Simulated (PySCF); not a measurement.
CrO₂, neutral, multiplicity 3. Atoms are numbered in the order given.

```xyz
3

Cr     0.0000     0.0000     0.2533
O      0.0000    -1.4541    -0.3800
O      0.0000     1.4541    -0.3800
```
Charge 0, spin multiplicity 3.

Coordinates come from a PBE0-D3(BJ)/def2-TZVP optimisation. The spin state was assumed, not searched.

Level of theory: PBE/def2-TZVPD (PySCF).

Mulliken values depend strongly on the basis, most of all with diffuse functions as here. ESP charges are fitted to the potential on shells at 1.4 to 2.0 van der Waals radii. Atomic charges (e):

| atom | ESP fit | Mulliken | meta-Löwdin | Mulliken spin |
|---|---|---|---|---|
| Cr1 | 1.17 | 1.48 | 1.16 | 2.18 |
| O2 | -0.58 | -0.74 | -0.58 | -0.09 |
| O3 | -0.58 | -0.74 | -0.58 | -0.09 |
